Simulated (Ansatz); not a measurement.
Molecular dynamics of H₁₅C₂NO₆

Input file:

```yaml
accuracy: low
crystal:
  lattice:
    - [6.439277, 0.0, 0.0]
    - [0.0, 6.439277, 0.0]
    - [0.0, 0.0, 6.439277]
  atoms:
    - { symbol: O, position: [0.62431613, 0.09438235, 0.77633781] }
    - { symbol: H, position: [0.67264518, 0.07657439, 0.91431655] }
    - { symbol: H, position: [0.69819391, 0.20819997, 0.70518763] }
    - { symbol: O, position: [0.43785527, 0.25821029, 0.25004721] }
    - { symbol: H, position: [0.45482178, 0.26374747, 0.10227498] }
    - { symbol: H, position: [0.41673279, 0.10460764, 0.25344362] }
    - { symbol: O, position: [0.38626779, 0.66242532, 0.74657864] }
    - { symbol: H, position: [0.42017721, 0.81008014, 0.69752731] }
    - { symbol: H, position: [0.51730992, 0.59656037, 0.72542314] }
    - { symbol: O, position: [0.13694151, 0.49478871, 0.41275732] }
    - { symbol: H, position: [0.18255779, 0.52952524, 0.55720795] }
    - { symbol: H, position: [0.24551179, 0.42123669, 0.3622872] }
    - { symbol: O, position: [0.75972474, 0.41632503, 0.57277134] }
    - { symbol: H, position: [0.65597637, 0.36706035, 0.45999361] }
    - { symbol: H, position: [0.87535522, 0.47604067, 0.46933375] }
    - { symbol: O, position: [0.38927754, 0.8250798, 0.31712649] }
    - { symbol: H, position: [0.27655525, 0.78471608, 0.22586882] }
    - { symbol: H, position: [0.51725555, 0.75450526, 0.2988285] }
    - { symbol: C, position: [0.10849703, 0.13620685, 0.80086411] }
    - { symbol: C, position: [0.01583559, 0.00320279, 0.96412412] }
    - { symbol: "N", position: [-0.00662375, -0.11438807, 1.09767924] }
    - { symbol: H, position: [0.07616519, 0.30126393, 0.84204022] }
    - { symbol: H, position: [0.26892537, 0.11287227, 0.79062014] }
    - { symbol: H, position: [0.03725049, 0.10589815, 0.66066795] }
basis:
  ecutwfc: 420.0
kpoints:
  mp_grid: { grid: [1, 1, 1] }
hamiltonian:
  xc: pbe
scf:
  occupations: { method: fermi_dirac, width: 0.05 }
  lower_state_search: "off"
md:
  timestep: 0.5
  n_steps: 400
  ensemble: nve
  temperature: 700.0
  initial_velocities: maxwell_boltzmann
  seed: 534872
  masses: [{ species: H, mass: 2.014 }]
```

Launched with:

```bash
$ ansatz run input.yaml --threads 1 --pin off --max-ram 3072MiB --backend cpu --events-out ev --progress --plain --runs-dir out
```

It goes on from the last frame of an earlier run, with new velocities.

Output, in part (step lines):

```
md step     0: t =     0.00 fs  T =   700.0 K  F+E_penalty+E_count = -4529.39796227 eV  E_kin = 2.081086 eV  conserved = -4527.31687629 eV  (9 SCF iters)
md step     1: t =     0.50 fs  T =   674.0 K  F+E_penalty+E_count = -4529.32062049 eV  E_kin = 2.003914 eV  conserved = -4527.31670619 eV  (8 SCF iters)
md step     2: t =     1.00 fs  T =   654.2 K  F+E_penalty+E_count = -4529.26157151 eV  E_kin = 1.944904 eV  conserved = -4527.31666781 eV  (8 SCF iters)
md step     3: t =     1.50 fs  T =   640.5 K  F+E_penalty+E_count = -4529.22079196 eV  E_kin = 1.904168 eV  conserved = -4527.31662350 eV  (8 SCF iters)
md step     4: t =     2.00 fs  T =   632.8 K  F+E_penalty+E_count = -4529.19778612 eV  E_kin = 1.881163 eV  conserved = -4527.31662352 eV  (8 SCF iters)
md step     5: t =     2.50 fs  T =   630.5 K  F+E_penalty+E_count = -4529.19114236 eV  E_kin = 1.874375 eV  conserved = -4527.31676759 eV  (4 SCF iters)
md step     6: t =     3.00 fs  T =   632.5 K  F+E_penalty+E_count = -4529.19733434 eV  E_kin = 1.880272 eV  conserved = -4527.31706277 eV  (4 SCF iters)
md step     7: t =     3.50 fs  T =   636.8 K  F+E_penalty+E_count = -4529.21073467 eV  E_kin = 1.893325 eV  conserved = -4527.31741013 eV  (4 SCF iters)
[... lines left out ...]
md step   400: t =   200.00 fs  T =   811.0 K  F+E_penalty+E_count = -4529.73165937 eV  E_kin = 2.411147 eV  conserved = -4527.32051208 eV  (8 SCF iters)
```

The steps, from the saved trajectory:

```csv
time (fs),T (K),potential energy less start (eV),conserved less start (meV/atom)
0.0,700,0.000,0.00
6.5,622,0.231,-0.07
13.0,699,0.001,-0.08
19.5,725,-0.077,-0.07
26.0,825,-0.372,-0.06
32.5,774,-0.221,-0.03
39.0,657,0.127,-0.03
45.5,577,0.367,0.02
52.0,657,0.128,0.01
58.5,628,0.215,-0.01
65.0,647,0.158,-0.03
71.5,604,0.288,0.05
78.0,619,0.242,0.07
84.5,616,0.251,0.04
91.0,648,0.155,-0.05
97.5,627,0.216,-0.06
104.0,585,0.341,-0.04
110.5,637,0.185,-0.09
117.0,736,-0.107,0.00
123.5,767,-0.201,-0.03
130.0,682,0.054,0.03
136.5,693,0.020,-0.10
143.0,610,0.267,-0.01
149.5,687,0.036,-0.14
156.0,722,-0.067,-0.08
162.5,752,-0.158,-0.14
169.0,730,-0.091,-0.14
175.5,677,0.064,-0.14
182.0,701,-0.003,-0.07
188.5,728,-0.086,-0.06
195.0,732,-0.096,-0.08
```

The run went to its last step. The conserved energy stayed within 0.21 meV per atom of its start (net change -0.15 meV per atom), so the integration is sound. A run of 0.2 ps of so small a system gives no equilibrium averages. Limits of this set-up: coarse k mesh, low accuracy level.

Mean squared displacements from the first frame to the last, about the centre of mass: O 1.04 Å², H 2.67 Å², C 2.16 Å², N 1.64 Å².

Last frame:

```xyz
24
Lattice="6.4393 0.0000 0.0000 0.0000 6.4393 0.0000 0.0000 0.0000 6.4393" Properties=species:S:1:pos:R:3
O 4.452 1.204 4.107
H 5.293 1.683 4.116
H 4.415 0.848 3.206
O 2.308 1.814 1.139
H 2.510 2.355 0.258
H 2.866 1.059 1.111
O 2.919 3.905 5.571
H 3.116 4.581 6.263
H 3.668 3.825 5.023
O 0.960 2.772 3.069
H 1.296 2.514 3.992
H 1.297 2.109 2.467
O 5.127 4.202 2.962
H 4.485 3.535 2.711
H 5.982 3.968 2.726
O 2.738 5.387 1.625
H 2.089 4.955 2.197
H 3.663 5.133 1.968
C 0.522 -0.970 5.734
C -0.369 -0.341 6.654
N -0.849 0.087 7.623
H 0.064 -1.129 4.771
H 1.521 -0.418 5.583
H 0.748 -1.953 6.173
```

Run time: 7.8 min on 1 thread of Arm Neoverse V1, on a shared host, peak memory 0.35 GiB.
